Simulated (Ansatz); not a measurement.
Vertical ionisation energy (eV) of eight silicon and germanium compounds: PBE beside CAM-B3LYP, computed with Ansatz (a quantum-chemistry and plane-wave program) for isolated molecules in the bases named; differences from unrounded values. The eight are the first of their class met in an unordered collection, after screening for sound electronic states; none was chosen by its value. Functionals give these values as differences of separate SCF runs (ΔSCF), EOM-CCSD as a root; each molecule has one DFT geometry for both levels.

```json
[
 {"molecule": "C2H10OSi3, SMILES [SiH3][C@H]1O[SiH2]C[SiH2]1", "basis": "def2-SVPD", "CAM-B3LYP": "9.28", "PBE": "8.83", "difference": "-0.45"},
 {"molecule": "Si(H)(OH)(SiH3)2 (H8OSi3), SMILES O[SiH]([SiH3])[SiH3]", "basis": "def2-SVPD", "CAM-B3LYP": "9.44", "PBE": "9.03", "difference": "-0.41"},
 {"molecule": "C4H10Si2, SMILES C#C[SiH2][SiH2]CC", "basis": "def2-SVPD", "CAM-B3LYP": "9.58", "PBE": "9.06", "difference": "-0.52"},
 {"molecule": "Si(H)2(Me)(NCO) (C2H5NOSi), SMILES C[SiH2]N=C=O", "basis": "def2-SVPD", "CAM-B3LYP": "10.79", "PBE": "10.17", "difference": "-0.62"},
 {"molecule": "C4H12Si2, SMILES CC[SiH2]/C=C/[SiH3]", "basis": "def2-SVPD", "CAM-B3LYP": "9.70", "PBE": "9.12", "difference": "-0.58"},
 {"molecule": "C2H10N2OSi, SMILES C[C@@H](N)[Si@@H](O)N", "basis": "def2-SVPD", "CAM-B3LYP": "9.50", "PBE": "8.68", "difference": "-0.82"},
 {"molecule": "C3H8O2Si, SMILES COC[SiH2]C=O", "basis": "def2-SVPD", "CAM-B3LYP": "9.31", "PBE": "8.55", "difference": "-0.76"},
 {"molecule": "CH9BSi2, SMILES CB([SiH3])[SiH3]", "basis": "def2-SVPD", "CAM-B3LYP": "9.45", "PBE": "9.07", "difference": "-0.37"}
]
```

PBE lies below CAM-B3LYP in 8 and above it in 0 of the eight; the mean signed difference is -0.57 and the largest -0.82 eV.
